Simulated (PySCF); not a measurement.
Species: HCF2CF2OMe, C3H4F4O.
Bonds: C1–O2, O2–C3, C3–F4, C3–F5, C3–C6, C6–F7, C6–F8. Hydrogens: H9, H10, H11 on C1; H12 on C6.

Computed geometry: GFN2-xTB, gas phase.

(1) List the bond lengths, angles and torsions at this level.

## Answers

(1) 
| bond | length (Å) | order |
| --- | --- | --- |
| C1–O2 | 1.436 | single |
| O2–C3 | 1.332 | single |
| C3–F4 | 1.357 | single |
| C3–F5 | 1.370 | single |
| C3–C6 | 1.546 | single |
| C6–F7, C6–F8 | 1.342 | single |
| C1–H9, C1–H10, C1–H11 | 1.089 | single |
| C6–H12 | 1.100 | single |

Bonds in one row agree within 0.01 Å and their mean is given. Orders are formal, as drawn. A selection of angles:
| angle | degrees |
| --- | --- |
| C1–O2–C3 | 115.6 |
| O2–C3–F4 | 112.9 |
| O2–C3–F5 | 112.0 |
| O2–C3–C6 | 109.1 |
| F4–C3–F5 | 104.0 |
| F4–C3–C6 | 110.7 |
| F5–C3–C6 | 107.9 |
| C3–C6–F7 | 109.9 |
| C3–C6–F8 | 110.6 |
| F7–C6–F8 | 107.6 |

Torsions: C1–O2–C3–F4 55° (synclinal); O2–C3–C6–F7 -59° (synclinal). The mirror-image conformer, all signs reversed, is as good.

The 4 C–F bonds span 1.342 Å (C6–F8, drawn single) to 1.370 Å (C3–F5, drawn single), a spread of 0.028 Å. Of the pairs four or more bonds apart, F4···H11 is among the closest relative to their van der Waals radii: 2.49 Å, 93 % of the sum of Bondi's values. The C–O distances run from 1.332 Å (O2–C3, drawn single) to 1.436 Å (C1–O2, drawn single), a spread of 0.104 Å.

Point group: C1 (no symmetry element, even within 0.4 Å). No frequency check. The numbers are those of one conformer.
